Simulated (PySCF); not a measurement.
Ti, triplet (typed; the unrestricted solution is spin-contaminated); REVPBE/cc-pVTZ run with PySCF.

The PySCF input:
```python
from pyscf import gto, scf, dft

mol = gto.M(
    atom='''
Ti    0.000000    0.000000    0.000000
''',
    basis='cc-pvtz',
    charge=0,
    spin=2,
    verbose=4,
)

mf = dft.UKS(mol)
mf.xc = 'revpbe'
mf.kernel()
```

Output, abridged:

```
PySCF version 2.14.0

[INPUT] verbose = 4
[INPUT] num. atoms = 1
[INPUT] num. electrons = 22
[INPUT] charge = 0
[INPUT] spin (= nelec alpha-beta = 2S) = 2
[INPUT] symmetry False subgroup None
[INPUT] Mole.unit = angstrom
[INPUT] Symbol           X                Y                Z      unit          X                Y                Z       unit  Magmom
[...]
nuclear repulsion = 0
number of shells = 9
number of NR pGTOs = 131
number of NR cGTOs = 68
basis = cc-pvtz
ecp = {}

******** <class 'pyscf.dft.uks.UKS'> ********
method = UKS
initial guess = minao
damping factor = 0
level_shift factor = 0
DIIS = <class 'pyscf.scf.diis.CDIIS'>
diis_start_cycle = 1
diis_space = 8
diis_damp = 0
SCF conv_tol = 1e-09
SCF conv_tol_grad = None
SCF max_cycles = 50
direct_scf = True
direct_scf_tol = 1e-13
number electrons alpha = 12  beta = 10
XC library pyscf.dft.libxc version 7.1.2
    S. Lehtola, C. Steigemann, M. J. T. Oliveira, and M. A. L. Marques,  SoftwareX 7, 1–5 (2018)
XC functionals = revpbe
    Y. Zhang and W. Yang,  Phys. Rev. Lett. 80, 890 (1998)
    J. P. Perdew, K. Burke, and M. Ernzerhof,  Phys. Rev. Lett. 77, 3865 (1996)
    J. P. Perdew, K. Burke, and M. Ernzerhof,  Phys. Rev. Lett. 78, 1396 (1997)
radial grids:
    Treutler-Ahlrichs [JCP 102, 346 (1995); DOI:10.1063/1.469408] (M4) radial grids

becke partition: Becke, JCP 88, 2547 (1988); DOI:10.1063/1.454033
pruning grids: <function nwchem_prune>
grids dens level: 3
symmetrized grids: False
atomic radii adjust function: <function treutler_atomic_radii_adjust>
small_rho_cutoff = 0
Set gradient conv threshold to 3.16228e-05
tot grids = 20904
init E= -849.13237287568

cycle= 1 E= -848.837499498203  delta_E= 0.295  |g|= 0.807  |ddm|= 2.69
cycle= 2 E= -847.230135353327  delta_E= 1.61  |g|= 1.74  |ddm|= 9.61
cycle= 3 E= -849.192292293163  delta_E= -1.96  |g|= 0.356  |ddm|= 9.19
cycle= 4 E= -849.218705716058  delta_E= -0.0264  |g|= 0.226  |ddm|= 1.39
cycle= 5 E= -849.238811868122  delta_E= -0.0201  |g|= 0.117  |ddm|= 0.61
cycle= 6 E= -849.157483062625  delta_E= 0.0813  |g|= 0.387  |ddm|= 1.28
cycle= 7 E= -849.249271882081  delta_E= -0.0918  |g|= 0.0266  |ddm|= 1.21
cycle= 8 E= -849.25152783889  delta_E= -0.00226  |g|= 0.0202  |ddm|= 0.276
cycle= 9 E= -849.25210628677  delta_E= -0.000578  |g|= 0.0197  |ddm|= 0.109
cycle= 10 E= -849.25266970176  delta_E= -0.000563  |g|= 0.0168  |ddm|= 0.153
cycle= 11 E= -849.253023459034  delta_E= -0.000354  |g|= 0.00857  |ddm|= 0.0925
[...]
cycle= 22 E= -849.25393407675  delta_E= -6.09e-06  |g|= 0.000589  |ddm|= 0.0305
cycle= 23 E= -849.253935478936  delta_E= -1.4e-06  |g|= 0.000369  |ddm|= 0.0184
cycle= 24 E= -849.25393593483  delta_E= -4.56e-07  |g|= 0.000197  |ddm|= 0.00624
cycle= 25 E= -849.253936017211  delta_E= -8.24e-08  |g|= 5e-05  |ddm|= 0.00216
cycle= 26 E= -849.253936033649  delta_E= -1.64e-08  |g|= 4.45e-05  |ddm|= 0.0013
cycle= 27 E= -849.253936044131  delta_E= -1.05e-08  |g|= 3.16e-05  |ddm|= 0.000559
cycle= 28 E= -849.253936058141  delta_E= -1.4e-08  |g|= 2.46e-05  |ddm|= 0.000938
cycle= 29 E= -849.253936060372  delta_E= -2.23e-09  |g|= 2.41e-05  |ddm|= 0.000148
cycle= 30 E= -849.253936073782  delta_E= -1.34e-08  |g|= 2.4e-05  |ddm|= 0.000874
cycle= 31 E= -849.253936096371  delta_E= -2.26e-08  |g|= 2.37e-05  |ddm|= 0.00148
cycle= 32 E= -849.253936113007  delta_E= -1.66e-08  |g|= 2.37e-05  |ddm|= 0.00109
cycle= 33 E= -849.25393614277  delta_E= -2.98e-08  |g|= 2.37e-05  |ddm|= 0.00195
cycle= 34 E= -849.253936184202  delta_E= -4.14e-08  |g|= 2.36e-05  |ddm|= 0.00272
cycle= 35 E= -849.253936399735  delta_E= -2.16e-07  |g|= 2.45e-05  |ddm|= 0.0143
cycle= 36 E= -849.25393634586  delta_E= 5.39e-08  |g|= 2.38e-05  |ddm|= 0.00361
cycle= 37 E= -849.253936320589  delta_E= 2.53e-08  |g|= 2.35e-05  |ddm|= 0.00169
cycle= 38 E= -849.253936480988  delta_E= -1.6e-07  |g|= 2.8e-05  |ddm|= 0.0108
cycle= 39 E= -849.2539364755  delta_E= 5.49e-09  |g|= 2.75e-05  |ddm|= 0.000372
cycle= 40 E= -849.253936535965  delta_E= -6.05e-08  |g|= 3.37e-05  |ddm|= 0.00416
cycle= 41 E= -849.25393664635  delta_E= -1.1e-07  |g|= 4.88e-05  |ddm|= 0.00766
cycle= 42 E= -849.253936539187  delta_E= 1.07e-07  |g|= 2.99e-05  |ddm|= 0.00747
cycle= 43 E= -849.253936584216  delta_E= -4.5e-08  |g|= 2.62e-05  |ddm|= 0.00307
cycle= 44 E= -849.253936730579  delta_E= -1.46e-07  |g|= 3.17e-05  |ddm|= 0.0102
cycle= 45 E= -849.25393688809  delta_E= -1.58e-07  |g|= 2.27e-05  |ddm|= 0.0111
cycle= 46 E= -849.253937280903  delta_E= -3.93e-07  |g|= 8.47e-05  |ddm|= 0.0296
cycle= 47 E= -849.253936386714  delta_E= 8.94e-07  |g|= 0.000254  |ddm|= 0.0606
cycle= 48 E= -849.253937147288  delta_E= -7.61e-07  |g|= 0.000137  |ddm|= 0.051
cycle= 49 E= -849.253937114592  delta_E= 3.27e-08  |g|= 3.69e-05  |ddm|= 0.00361
cycle= 50 E= -849.25393659704  delta_E= 5.18e-07  |g|= 2.61e-05  |ddm|= 0.037
SCF not converged.
SCF energy = -849.25393659704 after 50 cycles  <S^2> = 2.5439087  2S+1 = 3.3429979
```

The run did not converge; its last values are not results.
